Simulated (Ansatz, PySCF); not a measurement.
Spin states of CrO3 (SMILES [O]=[Cr](=[O])=[O]), each relaxed with B3LYP-D3(BJ)/def2-TZVP.
State 1 (charge 0, multiplicity 1):
| atom | x (Å) | y (Å) | z (Å) |
|---|---|---|---|
| Cr | 0.1322 | -0.0998 | -0.1868 |
| O | -1.1087 | -1.0669 | -0.0869 |
| O | -0.1482 | 1.2958 | -0.8644 |
| O | 1.0669 | -0.0622 | 1.0821 |
State 2 (charge 0, multiplicity 5):
```xyz
4

Cr     0.05375     0.00907     0.04731
O     -1.21016    -1.27445    -0.14224
O     -0.10268     1.45182    -1.03660
O      1.20120    -0.11947     1.07549
```

```csv
level,energy of the multiplicity-5 state less that of the multiplicity-1 state (kcal/mol),cost
SVWN5/def2-TZVPP,110.66,×0.9
PBE/def2-TZVPP,91.04,×1
PBE-D3(BJ)/def2-TZVPP,91.11,×1
PBE-D4/def2-TZVPP,91.17,×1
BLYP/def2-TZVPP,85.64,×1
BLYP-D3(BJ)/def2-TZVPP,85.81,×1
BLYP-D4/def2-TZVPP,86.02,×1
r2SCAN/def2-TZVPP,75.06,×2
r2SCAN-D3(BJ)/def2-TZVPP,75.06,×2
r2SCAN-D4/def2-TZVPP,75.08,×2
B97M-V/def2-TZVPP,68.99,×2
r2SCANh/def2-TZVPP,61.69,×1
B3LYP/def2-TZVPP,59.76,×1
B3LYP-D3(BJ)/def2-TZVPP,59.89,×1
B3LYP-D4/def2-TZVPP,59.99,×1
PBE0/def2-TZVPP,54.71,×1
PBE0-D3(BJ)/def2-TZVPP,54.75,×1
PBE0-D4/def2-TZVPP,54.80,×1
BHLYP/def2-TZVPP,8.53,×1
BHLYP-D3(BJ)/def2-TZVPP,8.63,×1
BHLYP-D4/def2-TZVPP,8.67,×1
CAM-B3LYP/def2-TZVPP,50.95,×1
CAM-B3LYP-D3(BJ)/def2-TZVPP,50.97,×1
CAM-B3LYP-D4/def2-TZVPP,51.03,×1
wB97X-V/def2-TZVPP,53.56,×3
wB97M-V/def2-TZVPP,53.29,×2
B2PLYP/def2-TZVPP,111.07,×3
B2PLYP-D3(BJ)/def2-TZVPP,111.12,×3
B2PLYP-D4/def2-TZVPP,111.15,×3
```

The rows run from 8.53 (BHLYP/def2-TZVPP) to 111.15 kcal/mol (B2PLYP-D4/def2-TZVPP). The dispersion term adds 0.07 in PBE-D3(BJ), 0.13 in PBE-D4, 0.17 in BLYP-D3(BJ). The 13 functionals in def2-TZVPP without D3 or D4 span 102.53, from BHLYP to B2PLYP.

Singlets are restricted, other states unrestricted; no spin–orbit coupling, no relativity up to Kr; see below for the cores. The largest T1 diagnostic is 0.053.

Correlated levels freeze the inner cores; with def2 sets outer-core shells near the valence are correlated too.

Doubts at one or more of the structures used: a restricted determinant that unrestricted orbitals would lower (B2PLYP/def2-TZVPP, B2PLYP-D3(BJ)/def2-TZVPP, B2PLYP-D4/def2-TZVPP).

Run with Ansatz (a quantum-chemistry and plane-wave program) with Gaussian orbitals; PySCF for the dispersion terms. Values without a source in brackets are computed.

Costs are rough ratios of core time to PBE/def2-TZVPP (about 40 s over the structures, on one shared machine); a dash marks a level with no comparable run of its own.
